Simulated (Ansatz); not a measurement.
Two isomers of C6H12O: A = `CCCCCC=O`, B = `CCC(=O)C(C)C`.

Isolated molecules relaxed with PBE0-D4/def2-TZVP in Ansatz; ΔE leaves out vibrations. CBS: MP2 limit from def2 TZ/QZ plus the TZ coupled-cluster correction, frozen cores. DFT in def2-TZVPP. B3LYP here is the variant with VWN-RPA as its local correlation; programs differ in this. Each species was taken in one conformer, which may not be the lowest.

A:

```xyz
19

C    -2.518    0.132    1.311
C    -1.369    0.846    0.620
C    -0.192   -0.069    0.328
C     0.962    0.642   -0.358
C     2.146   -0.277   -0.643
C     1.806   -1.326   -1.659
O     2.004   -2.503   -1.538
H    -2.897   -0.689    0.696
H    -2.200   -0.294    2.266
H    -3.351    0.810    1.510
H    -1.722    1.291   -0.318
H    -1.029    1.683    1.241
H    -0.532   -0.909   -0.292
H     0.164   -0.517    1.264
H     0.613    1.086   -1.299
H     1.301    1.478    0.262
H     2.510   -0.768    0.262
H     2.971    0.311   -1.065
H     1.333   -0.929   -2.588
```

B:

```xyz
19

C    -0.984   -1.820    1.943
C    -0.846   -0.519    1.179
C     0.167   -0.587    0.056
O     0.960   -1.493   -0.018
C     0.137    0.534   -0.971
C     0.301    1.899   -0.303
C     1.166    0.315   -2.062
H    -0.022   -2.132    2.352
H    -1.695   -1.714    2.764
H    -1.332   -2.623    1.290
H    -0.526    0.287    1.851
H    -1.805   -0.186    0.768
H    -0.870    0.501   -1.412
H    -0.492    2.109    0.417
H     1.260    1.962    0.218
H     0.281    2.689   -1.057
H     1.041   -0.659   -2.537
H     2.178    0.347   -1.652
H     1.080    1.091   -2.827
```

Question: Which isomer does CCSD(T)/CBS put lower? Give the gap. (Best estimate.)

Answer: The calculation gave: B, by 33.6 kJ/mol.

Question: Give E(B) − E(A) in kJ/mol with HF/def2-TZVPP, B3LYP-D4, CCSD(T)/def2-TZVPP, B3LYP, ωB97M-V, MP2/def2-TZVPP, PBE-D4. (Estimate.)

Answer: Computed: HF/def2-TZVPP -26.8, B3LYP-D4 -34.3, CCSD(T)/def2-TZVPP -33.8, B3LYP -29.1, ωB97M-V -35.7, MP2/def2-TZVPP -35.0, PBE-D4 -34.0. None reverses the order clearly.

Largest T1 diagnostic: 0.012.

In def2-TZVPP, CCSD(T) changes the Hartree–Fock value by −7.0 kJ/mol (the triples alone add −1.9 kJ/mol) and MP2 by −8.3 kJ/mol. The D4 term adds −5.2 kJ/mol with B3LYP and −2.7 kJ/mol with PBE0; it sums over pairs of atoms, weighted by their polarisabilities, and B3LYP, whose exchange is more repulsive, gets the larger term.
